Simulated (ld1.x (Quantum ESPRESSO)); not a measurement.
## Scattering properties, PAW potential for Pd (Z = 46)

palladium (Pd), PAW, made with ld1.x (Quantum ESPRESSO) 7.5 (PBE, fully relativistic). Core [Ar] 3d10, reference 4s2 4p6 4d8 5s0 5p0 (charge +2). Waves: 4s (bound): rcut 1.30, rcutus 1.70 bohr; 5s (bound, empty): rcut 1.30, rcutus 1.70 bohr; 4p (bound): rcut 1.40, rcutus 1.55 bohr; 5p (bound, empty): rcut 1.40, rcutus 1.55 bohr; 4d (bound): rcut 1.10, rcutus 1.30 bohr; 4d channel at -0.75 Ry: rcut 1.10, rcutus 1.30 bohr. Local part: all-electron potential smoothed inside 1.00 bohr (lloc = -1). Core correction: Bessel-smoothed model core inside 0.65 bohr. Augmentation charge: BESSEL, radius 1.10 bohr.

Open shells are filled in proportion to 2j + 1 (rel_dist='average').

The phase is arctan(r·u′/u) with u = r·R(r), unwrapped; energies in Ry, scanned from -10 to 5 Ry. A pole is an energy at which the radial function vanishes at the test radius. The pseudo phase is shifted by a multiple of π to meet the all-electron one at the reference energy, and phase errors are pseudo minus all-electron; the curves can meet again beyond the range given. Levels narrower than the energy grid can be missing from the lists of poles.

Problem. For each channel, where are the poles, and over which energies does the pseudopotential scatter like the atom?

Solution.

```
channel  radius (bohr)  reference energy (Ry)  poles, all-electron  poles, pseudo  unbroken range about the reference energy with phases within 0.05 rad  phase error 1 Ry above the reference energy (rad)
      s           1.85                  -1.49                -7.85   -7.85, -3.61                                                            -3.4 to 0.0                                             +0.018
   p1/2           1.85                  -1.06                -5.38          -5.38                                                        the whole range                                             -0.001
   p3/2           1.85                  -1.03                -4.97          -4.97                                                        the whole range                                             -0.000
   d3/2           1.85                  -2.03                -0.81          -0.81                                                        the whole range                                             +0.000
   d5/2           1.85                  -1.99                -0.73          -0.73                                                        the whole range                                             -0.000
```

The ghost test of this file was not conclusive.

Phases in the p3/2 channel:

| E (Ry) | all-electron | pseudo |
| --- | --- | --- |
| -10.00 | 1.355 | 1.354 |
| -9.76 | 1.349 | 1.349 |
| -9.52 | 1.344 | 1.343 |
| -9.28 | 1.338 | 1.337 |
| -9.04 | 1.331 | 1.330 |
| -8.80 | 1.323 | 1.323 |
| -8.56 | 1.314 | 1.314 |
| -8.32 | 1.304 | 1.304 |
| -8.08 | 1.292 | 1.292 |
| -7.84 | 1.278 | 1.278 |
| -7.60 | 1.261 | 1.261 |
| -7.36 | 1.239 | 1.239 |
| -7.12 | 1.210 | 1.210 |
| -6.88 | 1.169 | 1.169 |
| -6.64 | 1.107 | 1.106 |
| -6.40 | 0.997 | 0.997 |
| -6.16 | 0.760 | 0.759 |
| -5.92 | 0.094 | 0.093 |
| -5.68 | -0.909 | -0.909 |
| -5.44 | -1.325 | -1.325 |
| -5.20 | -1.489 | -1.489 |
| -4.96 | -1.575 | -1.575 |
| -4.72 | -1.628 | -1.628 |
| -4.48 | -1.665 | -1.666 |
| -4.24 | -1.694 | -1.694 |
| -4.00 | -1.718 | -1.718 |
| -3.76 | -1.738 | -1.738 |
| -3.52 | -1.757 | -1.757 |
| -3.28 | -1.774 | -1.774 |
| -3.04 | -1.790 | -1.790 |
| -2.80 | -1.807 | -1.807 |
| -2.56 | -1.823 | -1.823 |
| -2.32 | -1.841 | -1.841 |
| -2.08 | -1.859 | -1.859 |
| -1.84 | -1.878 | -1.878 |
| -1.60 | -1.899 | -1.899 |
| -1.36 | -1.922 | -1.922 |
| -1.12 | -1.948 | -1.948 |
| -0.88 | -1.977 | -1.977 |
| -0.64 | -2.011 | -2.011 |
| -0.40 | -2.050 | -2.050 |
| -0.16 | -2.096 | -2.096 |
| 0.08 | -2.151 | -2.152 |
| 0.32 | -2.220 | -2.220 |
| 0.56 | -2.304 | -2.306 |
| 0.80 | -2.411 | -2.414 |
| 1.04 | -2.546 | -2.552 |
| 1.28 | -2.717 | -2.727 |
| 1.52 | -2.926 | -2.941 |
| 1.76 | -3.164 | -3.184 |
| 2.00 | -3.409 | -3.433 |
| 2.24 | -3.634 | -3.659 |
| 2.48 | -3.823 | -3.848 |
| 2.72 | -3.974 | -3.997 |
| 2.96 | -4.093 | -4.115 |
| 3.20 | -4.187 | -4.207 |
| 3.44 | -4.262 | -4.281 |
| 3.68 | -4.323 | -4.340 |
| 3.92 | -4.372 | -4.389 |
| 4.16 | -4.414 | -4.430 |
| 4.40 | -4.449 | -4.464 |
| 4.64 | -4.479 | -4.494 |
| 4.88 | -4.505 | -4.520 |
